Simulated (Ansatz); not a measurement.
Molecular dynamics of C2H8ClNOSn

Input file:

```yaml
crystal:
  periodic: [false, false, false]
  atoms:
    - { symbol: Sn, position_ang: [0.088689, -0.184398, 0.12338] }
    - { symbol: "N", position_ang: [0.203794, -0.293772, 2.16136] }
    - { symbol: C, position_ang: [-1.025565, -0.569689, 2.884752] }
    - { symbol: H, position_ang: [-1.688341, -1.211069, 2.268877] }
    - { symbol: H, position_ang: [-0.796692, -1.126549, 3.823528] }
    - { symbol: H, position_ang: [-1.59392, 0.348806, 3.17702] }
    - { symbol: C, position_ang: [1.151507, 0.548072, 2.866082] }
    - { symbol: H, position_ang: [1.462316, 0.057888, 3.81873] }
    - { symbol: H, position_ang: [2.073273, 0.697927, 2.26486] }
    - { symbol: H, position_ang: [0.751841, 1.558289, 3.134769] }
    - { symbol: H, position_ang: [1.645279, -0.347473, -0.59405] }
    - { symbol: Cl, position_ang: [-0.974398, 1.783287, -0.751703] }
    - { symbol: O, position_ang: [-1.173249, -1.668168, -0.346961] }
    - { symbol: H, position_ang: [-1.919834, -1.290951, -0.853943] }
basis:
  gaussian: { orbitals: def2-SVP }
hamiltonian:
  xc: pbe
md:
  timestep: 2.0
  n_steps: 40
  ensemble: nve
  temperature: 300.0
  initial_velocities: maxwell_boltzmann
  seed: 554912
```

Command:

```bash
$ ansatz run input.yaml --threads 4 --pin off --max-ram 5120MiB --backend cpu --events-out ev --progress --plain --runs-dir out
```

It starts from a relaxed structure.

Output, in part (one step line in 2, the closing report, with atoms numbered from 0):

```
md step     0: t =     0.00 fs  T =   300.0 K  F+E_penalty+E_count = -24076.08169587 eV  E_kin = 0.465336 eV  conserved = -24075.61635987 eV  (32 SCF iters)
md step     2: t =     4.00 fs  T =   184.8 K  F+E_penalty+E_count = -24075.88282534 eV  E_kin = 0.286570 eV  conserved = -24075.59625580 eV  (32 SCF iters)
md step     4: t =     8.00 fs  T =   131.7 K  F+E_penalty+E_count = -24075.78396661 eV  E_kin = 0.204335 eV  conserved = -24075.57963177 eV  (32 SCF iters)
md step     6: t =    12.00 fs  T =   185.5 K  F+E_penalty+E_count = -24075.88016200 eV  E_kin = 0.287666 eV  conserved = -24075.59249590 eV  (32 SCF iters)
md step     8: t =    16.00 fs  T =   141.4 K  F+E_penalty+E_count = -24075.82245813 eV  E_kin = 0.219404 eV  conserved = -24075.60305449 eV  (32 SCF iters)
md step    10: t =    20.00 fs  T =   105.5 K  F+E_penalty+E_count = -24075.75661629 eV  E_kin = 0.163602 eV  conserved = -24075.59301430 eV  (31 SCF iters)
md step    12: t =    24.00 fs  T =   136.4 K  F+E_penalty+E_count = -24075.79569232 eV  E_kin = 0.211594 eV  conserved = -24075.58409822 eV  (31 SCF iters)
md step    14: t =    28.00 fs  T =   118.1 K  F+E_penalty+E_count = -24075.77385263 eV  E_kin = 0.183175 eV  conserved = -24075.59067789 eV  (32 SCF iters)
md step    16: t =    32.00 fs  T =   139.3 K  F+E_penalty+E_count = -24075.82468602 eV  E_kin = 0.216118 eV  conserved = -24075.60856771 eV  (32 SCF iters)
md step    18: t =    36.00 fs  T =   142.6 K  F+E_penalty+E_count = -24075.82546188 eV  E_kin = 0.221239 eV  conserved = -24075.60422257 eV  (32 SCF iters)
md step    20: t =    40.00 fs  T =    67.2 K  F+E_penalty+E_count = -24075.68331737 eV  E_kin = 0.104176 eV  conserved = -24075.57914108 eV  (31 SCF iters)
md step    22: t =    44.00 fs  T =   114.3 K  F+E_penalty+E_count = -24075.77095632 eV  E_kin = 0.177247 eV  conserved = -24075.59370977 eV  (32 SCF iters)
md step    24: t =    48.00 fs  T =   140.4 K  F+E_penalty+E_count = -24075.82218896 eV  E_kin = 0.217740 eV  conserved = -24075.60444870 eV  (33 SCF iters)
md step    26: t =    52.00 fs  T =   119.6 K  F+E_penalty+E_count = -24075.77648801 eV  E_kin = 0.185485 eV  conserved = -24075.59100312 eV  (33 SCF iters)
md step    28: t =    56.00 fs  T =   168.1 K  F+E_penalty+E_count = -24075.84067361 eV  E_kin = 0.260738 eV  conserved = -24075.57993584 eV  (32 SCF iters)
md step    30: t =    60.00 fs  T =   178.6 K  F+E_penalty+E_count = -24075.86582403 eV  E_kin = 0.277043 eV  conserved = -24075.58878060 eV  (32 SCF iters)
md step    32: t =    64.00 fs  T =   163.0 K  F+E_penalty+E_count = -24075.85087407 eV  E_kin = 0.252827 eV  conserved = -24075.59804680 eV  (33 SCF iters)
md step    34: t =    68.00 fs  T =   203.3 K  F+E_penalty+E_count = -24075.91406437 eV  E_kin = 0.315347 eV  conserved = -24075.59871707 eV  (33 SCF iters)
md step    36: t =    72.00 fs  T =   157.9 K  F+E_penalty+E_count = -24075.82762384 eV  E_kin = 0.244948 eV  conserved = -24075.58267620 eV  (32 SCF iters)
md step    38: t =    76.00 fs  T =   121.5 K  F+E_penalty+E_count = -24075.77750497 eV  E_kin = 0.188462 eV  conserved = -24075.58904318 eV  (30 SCF iters)
md step    40: t =    80.00 fs  T =   206.9 K  F+E_penalty+E_count = -24075.92550210 eV  E_kin = 0.320992 eV  conserved = -24075.60451054 eV  (31 SCF iters)
Total energy: -24075.92554419 eV, -884.7739445005 hartree
Atom 0 at     0.107059    -0.185762     0.120792 Å, force    -0.814536     0.164069    -0.320570 eV/Å
Atom 1 at     0.164127    -0.262359     2.139452 Å, force     0.096699    -0.697860     0.311482 eV/Å
Atom 2 at    -1.023101    -0.578515     2.935146 Å, force    -0.368545     0.212239    -0.410178 eV/Å
Atom 3 at    -1.719495    -1.320983     2.446125 Å, force     0.683159     0.258056     0.138250 eV/Å
Atom 4 at    -0.702003    -0.950856     3.945642 Å, force    -0.181060    -0.007257    -0.359800 eV/Å
Atom 5 at    -1.634224     0.347818     3.079524 Å, force    -0.055944    -0.072771     0.326673 eV/Å
Atom 6 at     1.146901     0.485147     2.884462 Å, force    -0.260697     0.177017     0.728535 eV/Å
Atom 7 at     1.426268    -0.049988     3.829528 Å, force    -0.052474    -0.106890    -0.169926 eV/Å
Atom 8 at     2.093061     0.641560     2.346876 Å, force     0.153558     0.127731    -0.358461 eV/Å
Atom 9 at     0.741470     1.467128     3.238339 Å, force     0.207929     0.146347    -0.122091 eV/Å
Atom 10 at     1.621137    -0.165898    -0.675899 Å, force     0.153112    -0.165920     0.062258 eV/Å
Atom 11 at    -1.003940     1.798432    -0.777636 Å, force     0.136265    -0.354222     0.177363 eV/Å
Atom 12 at    -1.209020    -1.667865    -0.321748 Å, force     1.029539    -0.011734     0.578378 eV/Å
Atom 13 at    -1.872232    -1.240285    -0.868838 Å, force    -0.727005     0.331195    -0.581914 eV/Å
Dipole moment:     0.280087    -0.079739     0.276332 e Å
```

The run went to its last step. The conserved energy stayed within 2.7 meV per atom of its start (net change 0.85 meV per atom), so there is no drift, though single steps change it by up to 34 meV in the whole system, a sign of fast motions only just resolved. Over the second half the temperature averaged 0.50 of the 300 K drawn at the start: a run that starts near a minimum puts about half its kinetic energy into the potential. A step of 2 fs is long for free X–H stretches (periods near 10 fs) and can bias their spread and the temperature. A run of 0.08 ps of so small a system gives no equilibrium averages.

The same pairs are bonded in the first frame and the last. Pairs count as bonded within 1.25 times the sum of covalent radii (0.12 Å more for H–H).

Last frame:

```xyz
14
Properties=species:S:1:pos:R:3
Sn 0.107 -0.186 0.121
N 0.164 -0.262 2.139
C -1.023 -0.579 2.935
H -1.720 -1.321 2.446
H -0.702 -0.951 3.946
H -1.634 0.348 3.079
C 1.147 0.485 2.885
H 1.426 -0.050 3.829
H 2.093 0.642 2.347
H 0.742 1.467 3.238
H 1.621 -0.166 -0.676
Cl -1.004 1.798 -0.778
O -1.209 -1.668 -0.322
H -1.872 -1.240 -0.869
```

Run time: 82 s on 4 threads of Arm Neoverse V1, with other jobs on the host, peak memory 0.2 GiB.
